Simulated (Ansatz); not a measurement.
A nudged elastic band was laid between two geometries of CH4BClO (8 atoms, charge 0, multiplicity 1).

Level of theory: Ansatz 0.2.0, UKS PBE0/def2-SVPD.

```
movable images  : 5
climbing image  : yes
spring          : 5.0 eV/Å²
optimiser       : quadratic models (default)
start path      : through a guess of the saddle point
force threshold : 0.05 eV/Å
iteration limit : 60
end points      : relaxed
```

Image 0:

```xyz
8
Properties=species:S:1:pos:R:3
B -0.469 -0.155 -0.513
C 0.438 0.545 0.554
O -0.471 -1.475 -0.788
H 0.154 -1.979 -0.261
Cl -1.616 0.821 -1.466
H -0.191 1.021 1.325
H 1.016 1.360 0.092
H 1.139 -0.138 1.057
```

Image 6:

```xyz
8
Properties=species:S:1:pos:R:3
B -1.468 -0.652 -1.617
C 0.908 0.299 0.977
O -1.107 -1.797 -1.514
H 0.718 -0.696 0.556
Cl -1.974 0.953 -1.760
H -0.009 0.689 1.435
H 1.240 0.979 0.182
H 1.691 0.226 1.741
```

Q: What changes between the two ends?

A: Bonds broken: B1–C2, O3–H4. Bonds formed: C2–H4. CH4BClO becomes BClO + CH4.

Q: What energy profile does the band end with?

A: It converged. The highest image is number 2 of 0 to 6, 265.7 kJ/mol above the first end and 156.0 kJ/mol above the last; the last end lies 109.7 kJ/mol above the first. Neighbouring images differ by up to 2.1 eV, so the band resolves the path poorly. A vibrational analysis at the climbing image gives one clearly imaginary mode, 1227i cm⁻¹: a first-order saddle point. The orbitals stay closed-shell, which can raise the energy where a bond breaks towards radicals; this wasn't checked here.

| image | path coordinate (Å) | energy (kJ/mol) | B1–C2 (Å) | O3–H4 (Å) | C2–H4 (Å) |
| --- | --- | --- | --- | --- | --- |
| 0 | 0.00 | 0.0 | 1.57 | 0.96 | 2.67 |
| 1 | 0.69 | 65.6 | 1.59 | 0.98 | 1.95 |
| 2 | 1.38 | 265.7 | 1.80 | 1.44 | 1.29 |
| 3 | 1.94 | 187.5 | 2.30 | 1.85 | 1.12 |
| 4 | 2.51 | 127.7 | 2.84 | 2.18 | 1.09 |
| 5 | 3.07 | 112.0 | 3.26 | 2.58 | 1.10 |
| 6 | 3.63 | 109.7 | 3.64 | 2.97 | 1.10 |

Q: What is the geometry of the highest image?

A: 
```xyz
8
Properties=species:S:1:pos:R:3
B -0.633 -0.357 -0.714
C 0.468 0.323 0.543
O -0.478 -1.613 -0.855
H 0.308 -0.884 0.107
Cl -1.643 0.905 -1.430
H -0.252 0.774 1.235
H 1.016 1.069 -0.043
H 1.215 -0.217 1.157
```

The run took 4.3 min on 4 threads of Arm Neoverse N1 (shared host), peak memory 0.3 GiB.
